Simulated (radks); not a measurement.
The numbers below are computed, except where a source is named.
Dipole-allowed excitations along the series with 54 electrons in [Xe]. Code: a radial shooting solver on a logarithmic mesh with Libxc functionals. Model: scalar-relativistic Kohn-Sham, LB94 model potential, spin-unpolarised, spherical densities, finite nucleus; Fermi nuclear charge, rms radius of each element as measured or else 0.836 A^(1/3) + 0.57 fm. Time-dependent linear response with the Hartree and adiabatic LDA kernel, continuum included through the Sternheimer equations, no spin-orbit coupling, so fine structure and intercombination lines are absent. Lines are the poles of the dipole polarisability below minus the highest occupied eigenvalue, found on a grid refined at the orbital gaps; the lowest seven at most are given, and weak or close lines can be missed. The first line takes the name of the lowest orbital gap if no other gap lies below it; otherwise a line is named after a gap within 0.6 % of it, if that gap stands alone.

Ba2+: -e(HOMO) (eV) 36.891; lowest orbital gap (eV) 5p-5d 18.074; first line (eV) 18.962 (5p-6s); f 0.426; strongest line (eV) 21.721 (unassigned); its f 4.92; static alpha (bohr^3) 10.74
La3+: -e(HOMO) (eV) 51.278; lowest orbital gap (eV) 5p-5d 21.342; first line (eV) 24.577 (5p-6s); f 0.159; strongest line (eV) 26.137 (unassigned); its f 5.95; static alpha (bohr^3) 7.761
Ce4+: -e(HOMO) (eV) 67.111; lowest orbital gap (eV) 5p-5d 24.505; first line (eV) 29.972 (unassigned); f 2.86; strongest line (eV) 30.854 (unassigned); its f 3.61; static alpha (bohr^3) 5.887
